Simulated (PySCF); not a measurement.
OY (SMILES [O]=[Y]), doublet, geometry from GFN2-xTB (such geometries of metal compounds can be far from the true shape) (core potentials on Y). Base run: B3LYP/def2-SVPD run with PySCF.

Here is a job for PySCF.
```python
from pyscf import gto, scf, dft, solvent

mol = gto.M(
    atom='''
Y    -0.000000   -0.000000   -0.320924
O     0.000000    0.000000    1.564504
''',
    basis='def2-svpd',
    ecp={'Y': 'def2-svpd'},
    charge=0,
    spin=1,
    verbose=4,
)

mf = dft.UKS(mol)
mf.xc = 'b3lyp'
mf.kernel()
```

Variants of this job, named by their change:

| change | ΔE vs base (kJ/mol) | dipole (D) |
|---|---|---|
| base | 0.00 | 5.63 |
| model = IEF-PCM; solvent = acetonitrile | -101.7 | 9.70 |
| model = IEF-PCM; solvent = tetrahydrofuran | -82.7 | 8.81 |
| model = SS(V)PE; solvent = 2-propanol | -97.0 | 9.47 |
| model = IEF-PCM; solvent = 2-propanol; vdw_scale = 1.4 | -55.1 | 8.31 |
| model = IEF-PCM; solvent = 2-propanol | -97.1 | 9.48 |
| model = IEF-PCM; solvent = 2-propanol; r_probe = 0.5 | -45.0 | 7.95 |
| model = IEF-PCM; solvent = 2-propanol; lebedev_order = 11 | -96.0 | 9.39 |
| model = IEF-PCM; solvent = chloroform | -70.9 | 8.28 |
| model = ddCOSMO; solvent = 2-propanol | -209.9 | 10.70 |
| model = C-PCM; solvent = 2-propanol | -99.4 | 9.59 |
| model = IEF-PCM; solvent = 2-propanol; vdw_scale = 1.1 | -134.6 | 10.21 |

The base is the gas phase, so ΔE is the electrostatic part of solvation at a fixed geometry, without cavity and dispersion terms.

Open shells are given as the SCF converged; they aren't shown to be the lowest states, and a large step between rows can be another state.
